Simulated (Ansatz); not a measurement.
Consider the formal exchange of groups at a C–C bond: `ClCC(Cl)Cl` + `[ZnH2]` → `Cl[CH2][ZnH]` + `ClCCl`.

Calculated with Ansatz (gas phase, PBE0-D4/def2-TZVP geometries, no zero-point term in ΔE). CCSD(T)/CBS adds triple-zeta CCSD(T) − MP2 to the extrapolated MP2 energy (def2 sets, frozen cores). This one scheme is used for every species. DFT in def2-TZVPP. For Zn outer-core shells are correlated without core-valence functions, which leaves a few kJ/mol of doubt a bond. Scalar relativity is left out up to krypton. Each species was taken in one conformer, which may not be the lowest.

```
 level  ΔE (kJ/mol)
B2PLYP        -15.4
   PBE        -17.8
```

(1) What does CCSD(T)/CBS give? (Estimate.)

Largest T1 diagnostic among the species: 0.016.

## Answers

(1) The calculation gave: -12.4 kJ/mol. The listed levels differ from it by -3.0, -5.4 kJ/mol.

At CCSD(T), def2-SVP lies +16.9 kJ/mol from the extrapolated value and def2-TZVPP +3.9 kJ/mol. Leaving LDA and LC-ωPBE aside and taking each functional with its dispersion term where it has one, the values, not all of them listed here, spread over 16.1 kJ/mol, from B2PLYP to B97M-V. LDA lies +16.3 kJ/mol from PBE without D4. The D4 term adds +9.2 kJ/mol with B3LYP and +5.1 kJ/mol with PBE0; it sums over pairs of atoms, weighted by their polarisabilities, and B3LYP, whose exchange is more repulsive, gets the larger term.

B3LYP here is the variant with VWN-RPA as its local correlation; programs differ in this.
